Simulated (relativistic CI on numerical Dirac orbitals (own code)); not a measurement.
## Crystal-field levels of Gd3+, 4f7

Calculated by Dirac-Coulomb-Breit CI, KLI orbitals optimised for each configuration, model QED (radiative potential, 1s self-energy scaled to tabulated hydrogen-like ionisation energies), valence Slater integrals scaled by 0.85, one configuration in a parametric crystal field (own radial code).

Field parameters in Wybourne normalisation. The field is a parameter set, without covalency.

S and J are read from ⟨S²⟩ = S(S + 1) and ⟨J²⟩ = J(J + 1) of each level; they are not fictitious spins.

D4h, B20 = -170, B40 = -400, B44 = 60, B60 = -250, B64 = -700 cm⁻¹, the lowest 10 levels:

| E (cm⁻¹) | Degeneracy | Irrep | S | J |
| --- | --- | --- | --- | --- |
| 0.0 | 2 | Γ6 | 3.47 | 3.50 |
| 0.0 | 2 | Γ7 | 3.47 | 3.50 |
| 0.1 | 2 | Γ7 | 3.47 | 3.50 |
| 0.2 | 2 | Γ6 | 3.47 | 3.50 |
| 31676 | 2 | Γ6 | 2.45 | 3.52 |
| 31687 | 2 | Γ7 | 2.45 | 3.52 |
| 31700 | 2 | Γ7 | 2.45 | 3.52 |
| 31710 | 2 | Γ6 | 2.45 | 3.52 |
| 32275 | 2 | Γ6 | 2.48 | 2.55 |
| 32283 | 2 | Γ7 | 2.48 | 2.55 |

Principal g values of the ground doublet: 1.99, 7.98, 7.98.

D4h, B20 = 2470, B40 = 210, B44 = 640, B60 = -330, B64 = -430 cm⁻¹, the lowest 16 levels:

| E (cm⁻¹) | Degeneracy | Irrep | S | J |
| --- | --- | --- | --- | --- |
| 0.0 | 2 | Γ6 | 3.47 | 3.50 |
| 1.4 | 2 | Γ7 | 3.47 | 3.50 |
| 2.4 | 2 | Γ7 | 3.47 | 3.50 |
| 2.9 | 2 | Γ6 | 3.47 | 3.50 |
| 31409 | 2 | Γ6 | 2.45 | 3.51 |
| 31617 | 2 | Γ7 | 2.45 | 3.47 |
| 31789 | 2 | Γ7 | 2.45 | 3.49 |
| 31879 | 2 | Γ6 | 2.45 | 3.50 |
| 32177 | 2 | Γ7 | 2.47 | 2.58 |
| 32257 | 2 | Γ7 | 2.48 | 2.49 |
| 32361 | 2 | Γ6 | 2.48 | 2.50 |
| 32784 | 2 | Γ6 | 2.48 | 1.61 |
| 32974 | 2 | Γ7 | 2.48 | 1.67 |
| 34576 | 2 | Γ6 | 2.43 | 3.51 |
| 34599 | 2 | Γ7 | 2.43 | 3.50 |
| 34649 | 2 | Γ7 | 2.43 | 3.50 |

Principal g values of the ground doublet: 0.00, 0.00, 13.96.

The next free-ion level lies 31710 cm⁻¹ above the lowest; the field splits the ground level into components whose J stays near 7/2 as long as their spread is small against that gap.

Levels of this model without a field, named by their leading LS term: 8S°_7/2 0, 6P°_7/2 31710, 6P°_5/2 32305, 6P°_3/2 32869, 6I°_7/2 34638, 6I°_9/2 34990, 6I°_17/2 35009, 6I°_11/2 35269 cm⁻¹.
